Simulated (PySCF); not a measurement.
**Two-dimensional NMR puzzle**

Compound of formula C5H7F3NP. Correlations simulated from computed shifts and the bond graph:

HSQC (one-bond C–H):
| δH | δC |
| --- | --- |
| 2.96 | 35.6 |
| 2.20 | 5.8 |

HMBC (two and three bonds, from the bond graph):
| δH | δC |
| --- | --- |
| 2.20 | 112.9, 80.7 |

Carbons without hydrogens: δ 139.4, 112.9, 80.7.

Level of theory: GFN2-xTB geometry, NMR shieldings at PBE0/pcSseg-1/GIAO, in PySCF 2.14.0 with density-fitted response routines (isolated molecule, one conformer, fast rotation and ring inversion assumed for equivalent nuclei, no relativistic terms).

Chemical shifts δ = σref − σ; $^{1}$H (31.72 ppm) and $^{13}$C (186.93 ppm) vs TMS, all at this level.

Exchangeable hydrogens are left out of these lists.

Question: Assemble the structure.

Answer: SMILES FC(P(C#CC)NC)(F)F.

Atoms are numbered as in `[CH3:1][C:2]#[C:3][P:4]([NH:5][CH3:6])[C:7]([F:8])([F:9])[F:10]` (H(Xn): hydrogen on atom n).

1. δC 139.4 is C7, a CF3 carbon.
2. δC 112.9 is C2, an alkyne carbon.
3. δC 80.7 is C3, an alkyne carbon.
4. δC 35.6 is C6, a methyl carbon bonded to N (δH 2.96).
5. δC 5.8 is C1, a propargylic methyl carbon (δH 2.20).
6. HMBC from δH 2.20 reaches the proton-free carbons C2, C3.

The data come from this structure; uniqueness wasn't tested.

The OH or NH signal is concentration- and solvent-dependent in practice; the value given is the gas-phase one. Shifts are as computed. Against solution values, carbons near 30 ppm lie about +3 ppm off and those near 130 ppm about +5 ppm. Of 1211 compounds with measured shifts, 218 miss one by over three times the rms of a fit or turn the order of signals round; such compounds aren't used in these exercises.
